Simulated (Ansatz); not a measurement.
```xyz
12

C     0.446    0.831   -1.925
N     0.398    0.255   -0.627
Mo   -0.345    0.082    0.923
N    -0.810   -1.794    1.045
O    -1.727    1.041    1.030
O     0.888    0.580    2.273
H    -0.388    1.521   -2.098
H     0.406    0.040   -2.682
H     1.387    1.373   -2.064
H    -0.518   -2.507    0.396
H    -1.557   -2.121    1.641
H     1.821    0.699    2.088
```

Charge 0, multiplicity 1. Mo: def2 effective core potential.

Question: List the PBE0/def2-TZVPP orbital energies in eV (Ansatz 0.2.0). (Estimate.)

Answer: The calculation gave: Occupied: -522.71, -522.58, -391.74, -391.28, -279.22, -72.82, -45.81, -45.48, -45.24, -27.28, -25.01, -23.93, -23.45, -17.95, -14.14, -14.02, -12.75, -12.60, -12.51, -11.92, -10.78, -10.73, -10.35, -9.44, -8.92, -8.27, -7.74, -7.40. Lowest empty: -1.21, -1.07, -0.15, 0.07, 0.40, 0.97, 1.02, 1.23.
